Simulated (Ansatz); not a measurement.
Coupled-cluster run, `C[N]=[W]([NH2])([NH2])=[N]C`.

```yaml
crystal:
  periodic: [false, false, false]
  atoms:
    - {symbol: C, position_ang: [1.907307, -0.600154, 1.852995]}
    - {symbol: N, position_ang: [1.231095, -0.605104, 0.608127]}
    - {symbol: W, position_ang: [0.063467, -0.290642, -0.668272]}
    - {symbol: N, position_ang: [-0.725345, -2.023645, -1.165369]}
    - {symbol: N, position_ang: [1.038248, 0.588218, -2.134615]}
    - {symbol: N, position_ang: [-1.266913, 0.770991, -0.227351]}
    - {symbol: C, position_ang: [-2.130581, 1.624618, 0.502317]}
    - {symbol: H, position_ang: [1.977408, -1.615530, 2.260571]}
    - {symbol: H, position_ang: [2.929543, -0.220976, 1.737801]}
    - {symbol: H, position_ang: [1.398432, 0.025425, 2.595030]}
    - {symbol: H, position_ang: [-1.680395, -2.142224, -1.461778]}
    - {symbol: H, position_ang: [-0.283361, -2.912270, -0.994990]}
    - {symbol: H, position_ang: [0.636765, 1.289337, -2.735685]}
    - {symbol: H, position_ang: [2.034058, 0.520360, -2.267966]}
    - {symbol: H, position_ang: [-2.198771, 2.608664, 0.023835]}
    - {symbol: H, position_ang: [-3.143934, 1.208230, 0.543333]}
    - {symbol: H, position_ang: [-1.787022, 1.774702, 1.532026]}
basis:
  gaussian: {orbitals: def2-TZVPP}
correlation: {method: ccsd_t}
output: {orbitals: {seedname: orbitals}}
```

```sh
$ ansatz run in.yaml --threads 2 --pin off --events-out ev --progress --plain --max-ram 32768MiB --backend cuda --devices 0, --max-vram 18GiB
```

Output of Ansatz, abridged:

```
Functional definition: HF
2306 factors; integrals over basis functions are off by at most 1.2e-3 eV
mean field evaluation 1: about -9947.0130 eV, gradient 7.3e1 eV
mean field evaluation 2: about -9947.3622 eV, gradient 7.3e1 eV
mean field evaluation 4: about -9957.2372 eV, gradient 1.5e1 eV
mean field evaluation 8: about -9957.7528 eV, gradient 1.0e0 eV
mean field evaluation 16: about -9957.7560 eV, gradient 3.7e-6 eV
mean field -9957.75602913 eV, -365.9407844611 hartree, gradient 3.7e-6 eV, S^2 0.000000; 0 other end points of the search recorded, 0 dependent functions left out
6 core orbitals not correlated: weight in the atoms' cores, before any rotation towards them, 1.000 or more for the frozen orbitals, at most 0.000 for the correlated occupied ones
reference -9957.75602913 eV, -365.9407844611 hartree; 26, 26 occupied and 350, 350 virtual orbitals, 2306 factors
second order -47.01838697 eV of doubles, -0.00000000 eV of singles
cycle   1  -44.11440013 eV  change     2.9e0 eV  update   2.7e-1
cycle   2  -45.84183769 eV  change    -1.7e0 eV  update   1.6e-1
cycle   3  -46.32013263 eV  change   -4.8e-1 eV  update   4.0e-2
cycle   4  -46.34055896 eV  change   -2.0e-2 eV  update   1.6e-2
cycle   5  -46.32750772 eV  change    1.3e-2 eV  update   4.4e-3
cycle   6  -46.32966770 eV  change   -2.2e-3 eV  update   2.0e-3
cycle   7  -46.32917463 eV  change    4.9e-4 eV  update   6.6e-4
cycle   8  -46.32865755 eV  change    5.2e-4 eV  update   2.8e-4
cycle   9  -46.32880194 eV  change   -1.4e-4 eV  update   9.0e-5
cycle  10  -46.32889096 eV  change   -8.9e-5 eV  update   4.4e-5
cycle  11  -46.32878648 eV  change    1.0e-4 eV  update   2.0e-5
cycle  12  -46.32877870 eV  change    7.8e-6 eV  update   9.9e-6
perturbative correction -2.47538413 eV, -0.0909686890 hartree
Total energy: -10006.56019197 eV, -367.7343043647 hartree
```

Run time 24 s (2 threads of an AMD EPYC 7R13 on a shared host and a share of an NVIDIA H100 80 GB); peak host memory 0.87 GiB.

Correlation energy per correlated electron: -0.939 eV. T1 diagnostic: 0.0182.
